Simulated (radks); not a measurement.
A nucleus of charge 1.75 with 2 electrons, configuration [He]. Calculated with a radial shooting solver on a logarithmic mesh with Libxc functionals: Dirac Kohn-Sham, BLYP, spin-unpolarised, spherical densities, point nucleus.

Normalised radial functions P(r) = r R(r) (large component), r in bohr:

```
   r/bohr * 1s1/2 (the largest magnitude, 0.847, reaches the edge; | marks zero)
   0.0428 |         *
  0.05485 |            *
  0.06973 |               *
  0.08864 |                  *
   0.1127 |                      *
   0.1444 |                           *
   0.1836 |                                *
   0.2334 |                                      *
   0.2967 |                                            *
   0.3802 |                                                 *
   0.4833 |                                                    *
   0.6144 |                                                      *
    0.781 |                                                     *
   0.9929 |                                                 *
    1.272 |                                           *
    1.617 |                                  *
    2.056 |                         *
    2.614 |                *
     3.35 |         *
    4.258 |    *
```

1s1/2: eigenvalue -8.960 eV, 0 radial nodes, <r> = 1.12 bohr, 90 % of the charge inside 2.09 bohr.
